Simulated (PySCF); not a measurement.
Computed shifts of a molecule C2H5ClF2Si, PBE0/pcSseg-1 (PySCF), GIAO, gas phase, atoms alike by connectivity averaged where their shifts nearly agree, in ppm (number of nuclei): ¹³C: 11.4 (1), 8.8 (1). ²⁹Si: -9.0 (1). ¹⁹F: -131.4 (1), -138.2 (1). ¹H: 1.41 (3), 1.27 (1), 1.08 (1). References: ¹³C against TMS (σ = 186.3 ppm); ²⁹Si against TMS (σ = 352.7 ppm); ¹⁹F against CFCl3 (σ = 167.2 ppm); ³⁵Cl against HCl (σ = 945.9 ppm); ¹H against TMS (σ = 31.56 ppm), references at their B3LYP-D3(BJ)/def2-TZVP geometries, non-relativistic (without spin–orbit terms, shifts of atoms bonded to Cl or Br come out too high). Geometry: r2SCAN-D4/def2-SVP. One conformer was computed; it need not be the lowest.

**Question.** Which structure fits?
(A) F[C@H](Cl)[C@@H](F)[SiH3]
(B) FC(F)C[SiH2]Cl
(C) C[C@H](F)[Si@H](F)Cl
(D) CC[Si](F)(F)Cl

**Answer.** D, CC[Si](F)(F)Cl
